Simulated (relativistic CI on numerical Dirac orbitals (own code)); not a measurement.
Ho16+: computed level list

Method of calculation: Dirac-Coulomb-Breit CI, separate exchange-only KLI orbitals for each configuration, model QED (radiative potential, 1s self-energy scaled to tabulated hydrogen-like ionisation energies), unscaled Slater integrals (own radial code, finite nucleus).

CI space (outside the closed core [Ar] 3d10 4p6 4d10): 4s2.4f5, 4s2.4f4.5s, 4s2.4f3.5s2, 4s2.4f3.5s.5p, 4s2.4f4.5p, 4s2.4f3.5p2, 4s2.4f4.6s, 4s.4f6. Levels of other configurations are missing.

The lowest level is 4s2.4f5 6H°_5/2, with 92 % of that term; Hund's rules for 4s2.4f5 give 6H° with J = 5/2, in agreement.

| No. | Configuration | Term | J | E (cm⁻¹) | % | Next component (%) | Landé g |
| --- | --- | --- | --- | --- | --- | --- | --- |
| 1 | 4s2.4f5 | 6H° | 5/2 | 0.0 | 92 | 7 4G° | 0.307 |
| 2 | 4s2.4f5 | 6H° | 7/2 | 2926.8 | 95 | 5 4G° | 0.831 |
| 3 | 4s2.4f5 | 6H° | 9/2 | 6170.2 | 97 | 2 4G° | 1.069 |
| 4 | 4s2.4f5 | 6H° | 11/2 | 9553.4 | 96 | 2 4I° | 1.197 |
| 5 | 4s2.4f5 | 6H° | 13/2 | 12963.2 | 95 | 4 4I° | 1.272 |
| 6 | 4s2.4f5 | 6F° | 1/2 | 14105.1 | 95 | 5 4D° | -0.635 |
| 7 | 4s2.4f5 | 6F° | 3/2 | 14497.9 | 91 | 4 4D° | 1.044 |
| 8 | 4s2.4f5 | 6F° | 5/2 | 15545.4 | 88 | 7 4F° | 1.286 |
| 9 | 4s2.4f5 | 6H° | 15/2 | 16296.8 | 91 | 8 4I° | 1.319 |
| 10 | 4s2.4f5 | 6F° | 7/2 | 17934.7 | 90 | 6 4F° | 1.379 |
| 11 | 4s2.4f5 | 6F° | 9/2 | 21153.0 | 94 | 4 4F° | 1.423 |
| 12 | 4s2.4f5 | 6F° | 11/2 | 24776.9 | 95 | 5 4G° | 1.445 |
| 13 | 4s2.4f5 | 4G° | 5/2 | 33559.0 | 45 | 28 4F° | 0.798 |
| 14 | 4s2.4f5 | 4F° | 3/2 | 35803.4 | 92 | 5 6F° | 0.443 |
| 15 | 4s2.4f5 | 4M° | 15/2 | 36659.8 | 68 | 13 2L° | 0.881 |
| 16 | 4s2.4f5 | 4G° | 7/2 | 39291.8 | 58 | 27 4F° | 1.070 |
| 17 | 4s2.4f5 | 4I° | 9/2 | 39671.8 | 91 | 6 2H° | 0.744 |
| 18 | 4s2.4f5 | 4I° | 11/2 | 40386.1 | 57 | 37 4K° | 0.898 |
| 19 | 4s2.4f5 | 4I° | 13/2 | 40928.6 | 33 | 33 4K° | 0.979 |
| 20 | 4s2.4f5 | 4M° | 17/2 | 41627.5 | 82 | 10 4L° | 0.985 |
| 21 | 4s2.4f5 | 4I° | 15/2 | 44619.5 | 37 | 23 4K° | 1.082 |
| 22 | 4s2.4f5 | 4F° | 5/2 | 44738.0 | 42 | 37 4G° | 0.916 |
| 23 | 4s2.4f5 | 4M° | 19/2 | 45486.2 | 88 | 8 4L° | 1.070 |
| 24 | 4s2.4f5 | 4G° | 9/2 | 45775.6 | 70 | 17 4F° | 1.178 |
| 25 | 4s2.4f5 | 4P° | 5/2 | 47892.7 | 28 | 23 4D° | 1.451 |
| 26 | 4s2.4f5 | 4M° | 21/2 | 48311.0 | 89 | 10 2N° | 1.131 |
| 27 | 4s2.4f5 | 4L° | 13/2 | 48493.1 | 60 | 37 4I° | 0.924 |
| 28 | 4s2.4f5 | 4K° | 11/2 | 49557.3 | 58 | 38 4I° | 0.851 |
| 29 | 4s2.4f5 | 4L° | 15/2 | 49972.9 | 51 | 18 4I° | 1.035 |
| 30 | 4s2.4f5 | 4D° | 1/2 | 51176.2 | 49 | 47 2P° | 0.297 |

Energies count from the lowest computed level; ° marks odd parity.

The mean weight of the leading LS term, summed over parents, in these 30 levels is 74 %, and that of the leading jj configuration (from the same eigenvectors) 50 %, so LS coupling describes them better.

At this charge energies of transitions that change n are usually good to better than 1 %, and those within a shell (Δn = 0) to a few per cent. Terms inside the open d or f shell come out 10 to 20 % too wide with unscaled integrals.

Landé's interval rule says that E(J) − E(J−1) = AJ with one A. For the ground term the intervals give A = 836.2, 720.8, 615.1, 524.6, 444.5 cm⁻¹ for J = 7/2, 9/2, 11/2, 13/2, 15/2; the multiplet is regular.

LS names give the leading component of a level, which can be under half, so a name can repeat, a term be missing and a line seem to break the LS rules.
